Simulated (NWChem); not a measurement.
System: C₃H₉ClSi; SMILES C[Si](C)(C)Cl

Input file for NWChem:

```
start job
memory heap 200 mb stack 900 mb global 1100 mb
geometry units angstroms noautosym nocenter noautoz
  C      0.832383    -1.581240     0.898514
  Si     0.000000     0.000000     0.341848
  C      0.953203     1.511484     0.898514
  C     -1.785585     0.069756     0.898514
  Cl     0.000000     0.000000    -1.754262
  H      0.861377    -1.636078     1.999026
  H      0.290550    -2.463918     0.525839
  H      1.866651    -1.633860     0.525655
  H      0.481639     2.433498     0.525655
  H      0.986197     1.564013     1.999026
  H      1.988541     1.483583     0.525839
  H     -1.847574     0.072065     1.999026
  H     -2.348290    -0.799637     0.525655
  H     -2.279091     0.980336     0.525839
end
basis spherical
  * library def2-tzvp
end
dft
  xc xpbe96 cpbe96
  iterations 150
  semidirect filesize 400000000
end
property
  efieldgrad
end
task dft property
```

All runs use the structure optimised with PBE0/def2-SVP.

Vzz is the largest principal value of the second derivative of the potential at the nucleus (NWChem prints the opposite sign); η is the asymmetry. Non-relativistic.

Atoms are numbered as in the input.

Predict the main results of this run. (PBE/def2-TZVP.) Quantities: Vzz Cl5 (a.u.); η Cl5.


```json
{
  "Vzz Cl5 (a.u.)": "1.963",
  "η Cl5": "0.00"
}
```
